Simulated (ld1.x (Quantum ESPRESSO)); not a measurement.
**An all-electron radial function and its pseudo partner (praseodymium (Pr))**

Columns: radius, all-electron u(r) and pseudo u(r) of the 5d shell (level -2.57 eV) of praseodymium in the configuration [Kr] 4d10 5s2 4f3 5p6 5d0 6s2 6p0; PBEsol, non-relativistic, TM scheme, ld1.x (Quantum ESPRESSO) 7.5.

```json
{"r (bohr)": "0.175", "all-electron": "0.1578", "pseudo": "0.0018"}
{"r (bohr)": "0.350", "all-electron": "-0.0991", "pseudo": "0.0137"}
{"r (bohr)": "0.525", "all-electron": "-0.2518", "pseudo": "0.0434"}
{"r (bohr)": "0.700", "all-electron": "-0.1880", "pseudo": "0.0947"}
{"r (bohr)": "0.875", "all-electron": "-0.0276", "pseudo": "0.1659"}
{"r (bohr)": "1.050", "all-electron": "0.1449", "pseudo": "0.2508"}
{"r (bohr)": "1.225", "all-electron": "0.2939", "pseudo": "0.3401"}
{"r (bohr)": "1.400", "all-electron": "0.4096", "pseudo": "0.4240"}
{"r (bohr)": "1.575", "all-electron": "0.4923", "pseudo": "0.4944"}
{"r (bohr)": "1.750", "all-electron": "0.5468", "pseudo": "0.5464"}
{"r (bohr)": "1.925", "all-electron": "0.5785", "pseudo": "0.5790"}
{"r (bohr)": "2.100", "all-electron": "0.5927", "pseudo": "0.5942"}
{"r (bohr)": "2.275", "all-electron": "0.5939", "pseudo": "0.5956"}
{"r (bohr)": "2.450", "all-electron": "0.5859", "pseudo": "0.5870"}
{"r (bohr)": "2.625", "all-electron": "0.5714", "pseudo": "0.5720"}
{"r (bohr)": "2.800", "all-electron": "0.5530", "pseudo": "0.5531"}
{"r (bohr)": "2.975", "all-electron": "0.5321", "pseudo": "0.5321"}
{"r (bohr)": "3.150", "all-electron": "0.5100", "pseudo": "0.5100"}
{"r (bohr)": "3.325", "all-electron": "0.4875", "pseudo": "0.4875"}
{"r (bohr)": "3.500", "all-electron": "0.4651", "pseudo": "0.4651"}
{"r (bohr)": "3.675", "all-electron": "0.4430", "pseudo": "0.4430"}
{"r (bohr)": "3.850", "all-electron": "0.4213", "pseudo": "0.4213"}
{"r (bohr)": "4.025", "all-electron": "0.4000", "pseudo": "0.4000"}
{"r (bohr)": "4.200", "all-electron": "0.3793", "pseudo": "0.3793"}
{"r (bohr)": "4.375", "all-electron": "0.3591", "pseudo": "0.3591"}
{"r (bohr)": "4.550", "all-electron": "0.3395", "pseudo": "0.3395"}
```

(1) How many radial nodes do the two functions have?

(2) At about which radius was the pseudo-wave matched?

(3) Where does each function peak?

(4) Is the pseudo-wave norm-conserving?

Answers

(1) The all-electron 5d function has n − l − 1 = 2; the pseudo-wave has 0, since the states of the same l below it are removed with the core.

(2) 3.20 bohr. The columns agree to 0.0005 from 2.80 bohr on; several derivatives are matched, so the curves merge somewhat inside the radius.

(3) Outermost all-electron maximum near 2.27 bohr, pseudo maximum near 2.27 bohr (to the table’s step).

(4) Yes: the TM scheme keeps the norm inside the radius equal to the all-electron one, which fixes the energy derivative of the logarithmic derivative at the level.
